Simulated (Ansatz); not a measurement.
Species: C4H6, charge 0, singlet. C4H6 (but-1-yne, SMILES C#CCC).
B3LYP-D3(BJ)/def2-TZVP minimum from Ansatz (a quantum-chemistry and plane-wave program):
```xyz
10

C      1.9624     0.1122     0.1289
C      0.8074    -0.2139     0.1311
C     -0.6033    -0.5802     0.1241
C     -1.5185     0.5765    -0.2988
H      2.9860     0.3951     0.1288
H     -0.8849    -0.9290     1.1220
H     -0.7464    -1.4305    -0.5491
H     -2.5615     0.2569    -0.2893
H     -1.2707     0.9171    -1.3043
H     -1.4102     1.4226     0.3801
```
Charge 0, spin multiplicity 1.

Total energies in hartree (Ansatz). UHF or UKS for unpaired electrons; spin-orbit terms are left out. Correlated methods leave the cores frozen. No relativity. For partners of very few electrons the exact lower level stands in for a higher one.

```tsv
species	HF/cc-pVTZ	CCSD(T)/cc-pVTZ	HF/cc-pVQZ	CCSD(T)/cc-pVQZ	CCSD(T)/cc-pVDZ	CCSDT(Q)/cc-pVDZ
1: C4H6 (but-1-yne, SMILES C#CCC)	-154.95621	-155.67425	-154.96615	-155.71932	-155.51253	-155.51483
2: C (triplet)	-37.69157	-37.78076	-37.69331	-37.78654	-37.76038	-37.76071
3: H (doublet)	-0.49981	-0.49981	-0.49995	-0.49995	-0.49928	-0.49928
```

Problem. Work out the atomisation energy (electronic, to ground-state atoms) in kJ/mol: take Hartree-Fock from cc-pVQZ, extrapolate the CCSD(T) correlation energy as X^-3 (X = 3, 4), and add CCSDT(Q) - CCSD(T) in cc-pVDZ. 1 hartree = 2625.5 kJ/mol.

Solution. 
Species 1: correlation (64·(-0.75317) - 27·(-0.71804))/37 = -0.77881; step -0.00230; E1 = -154.96615 + (-0.77881) + (-0.00230) = -155.74726
Species 2: correlation (64·(-0.09323) - 27·(-0.08919))/37 = -0.09618; step -0.00033; E2 = -37.69331 + (-0.09618) + (-0.00033) = -37.78982
Species 3: correlation (64·(0.00000) - 27·(0.00000))/37 = 0.00000; step +0.00000; E3 = -0.49995 + (0.00000) + (+0.00000) = -0.49995
-1·E1 +4·E2 +6·E3 = 1.58828 hartree = 4170.0 kJ/mol.
